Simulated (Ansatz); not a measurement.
BrH2MoNO2, SMILES [NH2][Mo](=[O])(=[O])[Br], multiplicity 1.

Geometry optimised at B3LYP-D3(BJ)/def2-SVP. The multiplicity is an assumed one; no other spin state was optimised. The structure was generated by enumeration; whether it is a known compound was not checked. The def2 effective core potentials stand for the cores of Mo; spin–orbit coupling is left out. The values are those of a single conformer.

Two levels are set side by side: PBE/def2-SVPD (Ansatz, an electronic-structure program) and PBE0/def2-SVPD (Ansatz). Energy differences of separate SCF runs at the same geometry; the states with an electron removed or added have multiplicity 2 and 2. Differences are taken from unrounded values.

```csv
quantity,PBE
vertical ionisation energy (eV),10.22
vertical electron affinity (eV),0.68
vertical singlet–triplet gap (eV),3.78
```

### Question
These are the PBE values. What does PBE0 give? (Estimate from the structure and the level; the computed values follow.)

### Answer

| quantity | PBE0 | PBE minus PBE0 |
|---|---|---|
| vertical ionisation energy (eV) | 10.55 | -0.32 |
| vertical electron affinity (eV) | 1.14 | -0.46 |
| vertical singlet–triplet gap (eV) | 3.66 | 0.12 |
